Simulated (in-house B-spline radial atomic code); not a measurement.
# BHandHLYP excitations of the argon ion Ar⁸⁺

Method: BHandHLYP. Computed with an all-electron radial atomic-structure program (B-spline basis): linear response of the closed shell [He] 2s2 2p6 with the functional's adiabatic kernel; scalar-relativistic (spin-free one-electron X2C), finite nucleus, no spin-orbit coupling, no double excitations, S, P, D and F terms only. Only terms of natural parity with L up to 3 were computed.

Command:
```bash
python run_td.py task.json out
```
Settings (radii: box in bohr, nucleus in fm):
```
Z                        18
electrons                10
configuration            [He] 2s2 2p6
hamiltonian              x2c
method                   bhandhlyp
box_radius               11.59
rms_radius               3.4274
intervals                70
```

Run time, properties included: 0.5 s on 1 thread of Arm Neoverse N1, on a shared host.

The lowest states, in the order of their Tamm-Dancoff energies; the method's threshold (minus the highest occupied level) is 410.85 eV. Labels give the largest channel, * marks a mixed state, and oscillator strengths are full-response dipole values. Semilocal kernels can invert the small singlet-triplet splittings of Rydberg terms. Energies in eV:

```
     state  full response  Tamm-Dancoff  oscillator strength
2p → 3s 3P         244.83        244.85                    -
2p → 3s 1P         247.27        247.30                0.193
2p → 3p 3S         259.89        259.97                    -
2p → 3p 3D         262.15        262.18                    -
2p → 3p 1D         264.36        264.37                    -
2p → 3p 1S         274.97        275.64                    -
2p → 3d 3P         285.59        285.60                    -
2p → 3d 3F              ?             ?                    -
2p → 3d 1F         288.38        288.39                    -
2p → 3d 1P         293.03        293.23                 1.86
2s → 3s 3S         315.82        315.84                    -
2s → 3s 1S              ?             ?                    -
2p → 4s 3P         328.85        328.86                    -
2p → 4s 1P         329.71        329.72               0.0396
2s → 3p 3P         333.71        333.73                    -
2p → 4p 3S         335.10        335.12                    -
```

(1) Where does 2p → 3d 3F lie?

(2) Where does 2s → 3s 1S lie?

(3) How large is the singlet-triplet splitting of 2p → 3s (P terms) in Tamm-Dancoff?

(4) What polarisabilities and dispersion coefficient does the method give?

Results:

(1) At 286.30 eV in full response, 286.33 eV in Tamm-Dancoff.

(2) At 319.84 eV in full response, 320.01 eV in Tamm-Dancoff.

(3) 2.44 eV, from the unrounded values.

(4) Dipole 0.03761 bohr³, quadrupole 0.01109 bohr⁵, C6 0.01386 hartree·bohr⁶ for two such species.
